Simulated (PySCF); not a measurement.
Br, charge -1, singlet (in this run its highest filled SCF level lies above zero, so its values depend strongly on the basis, on diffuse functions most of all). Base run: PBE/pcseg-1 (PySCF).

Geometry (Å):
```xyz
1

Br     0.0000     0.0000     0.0000
```
Charge -1, spin multiplicity 1.
All else is at PySCF's defaults.
Base energy -2573.53799 Eh.

The base run was repeated with changes; each row names its change, and settings that it needs were set with it.

| change | ΔE vs base (µEh) | grid points | electrons on the grid |
|---|---|---|---|
| base | 0.0 | 20424 | 36.00000 |
| grids.level = 1 | -14.9 | 7336 | 36.00000 |
| grids.atom_grid = (150, 974) | -0.2 | 70296 | 36.00000 |
| grids.level = 7 | -0.2 | 86640 | 36.00000 |
| grids.prune = dft.gen_grid.treutler_prune | 0.0 | 20704 | 36.00000 |
| grids.radi_method = mura_knowles | -0.2 | 19312 | 36.00000 |
| grids.atom_grid = (75, 302) | 0.9 | 13080 | 36.00000 |
| grids.level = 4 | -0.2 | 30192 | 36.00000 |
| grids.level = 2 | 0.9 | 13080 | 36.00000 |
| grids.level = 5 | -0.2 | 44736 | 36.00000 |
| small_rho_cutoff = 0 | 0.0 | 20424 | 36.00000 |
